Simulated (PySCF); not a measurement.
**Cl: excitation energy**

Cl [Ne] 3s2 3p5 (2P) → Cl [Ne] 3s1 3p6 (2S), as a difference of total energies. Computed with PySCF 2.14 in aug-cc-pV(D+d)Z (5s4p3d, 32 functions), with the non-relativistic Hamiltonian (point nucleus). Correlated levels: valence: [Ne] frozen. The calculations carry no spin-orbit coupling.

| method | excitation energy (cm⁻¹) |
| --- | --- |
| UHF | 123860 |
| MP2 (valence) | 103990 |
| SCS-MP2 (valence) | 101770 |
| CCSD(T) (valence) | 87263 |

Estimate what CCSD (valence) gives.

90980 cm⁻¹, closest to CCSD(T) (valence) among the rows shown.

Estimate what CCSDT (valence) gives.

87754 cm⁻¹, closest to CCSD(T) (valence) among the rows shown.

Errors of the correlated levels include the incompleteness of this basis and the frozen core.

The coupled-cluster amplitudes are large for the upper state (T1 above 0.03 or a double amplitude above 0.15), so a single reference is strained.

For comparison: 85385 cm⁻¹ (measured; NIST levels, between the centres of gravity of the two terms).
